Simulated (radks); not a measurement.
Results of a calculation; reference values are marked as such.
Valence configurations of neutral thallium. Code: a radial shooting solver on a logarithmic mesh with Libxc functionals. Model: Dirac Kohn-Sham, PBE, spin-unpolarised, spherical densities, finite nucleus; open shells fill j = l - 1/2 first; Fermi nuclear charge, rms radius 5.4759 fm. Energies are relative to [Hg] 6p1; eigenvalues in eV.

[Hg] 6p1: E (eV) 0.000; e(4f5/2) -115.69; e(4f7/2) -111.09; e(5d3/2) -16.257; e(5d5/2) -14.065; e(6p1/2) -2.840
[Xe] 4f13.5 5d10 6s2 6p1.5: E (eV) 56.181; e(4f5/2) -124.58; e(4f7/2) -119.92; e(5d3/2) -18.981; e(5d5/2) -16.642; e(6p1/2) -3.414
[Xe] 4f13.5 5d10 6s1 6p2.5: E (eV) 63.621; e(4f5/2) -126.35; e(4f7/2) -121.68; e(5d3/2) -20.652; e(5d5/2) -18.292; e(6p1/2) -4.250
[Xe] 4f14 5d10 6p3: E (eV) 14.297; e(4f5/2) -119.20; e(4f7/2) -114.60; e(5d3/2) -19.581; e(5d5/2) -17.345; e(6p1/2) -4.497
[Xe] 4f14 5d9 6s2 6p2: E (eV) 12.538; e(4f5/2) -120.80; e(4f7/2) -116.20; e(5d3/2) -20.111; e(5d5/2) -17.799; e(6p1/2) -3.956
[Xe] 4f14 5d8 6s2 6p3: E (eV) 29.295; e(4f5/2) -126.64; e(4f7/2) -122.04; e(5d3/2) -24.533; e(5d5/2) -22.096; e(6p1/2) -5.378
[Xe] 4f13 5d10 6s2 6p2: E (eV) 116.53; e(4f5/2) -133.65; e(4f7/2) -128.91; e(5d3/2) -21.747; e(5d5/2) -19.262; e(6p1/2) -3.971
[Xe] 4f14 5d6 6s2 6p5: E (eV) 72.371; e(4f5/2) -138.42; e(4f7/2) -133.81; e(5d3/2) -33.050; e(5d5/2) -30.364; e(6p1/2) -7.971
[Xe] 4f12.5 5d10 6s2 6p2.5: E (eV) 181.90; e(4f5/2) -143.25; e(4f7/2) -138.44; e(5d3/2) -24.927; e(5d5/2) -22.293; e(6p1/2) -4.726
[Xe] 4f13.5 5d9 6s1 6p3.5: E (eV) 80.582; e(4f5/2) -132.10; e(4f7/2) -127.43; e(5d3/2) -25.024; e(5d5/2) -22.540; e(6p1/2) -5.614

NIST lists [Hg] 6p1 as the ground configuration; this level of theory agrees among the configurations tried. The energies are those of spherical spin-averaged densities, not of single terms.
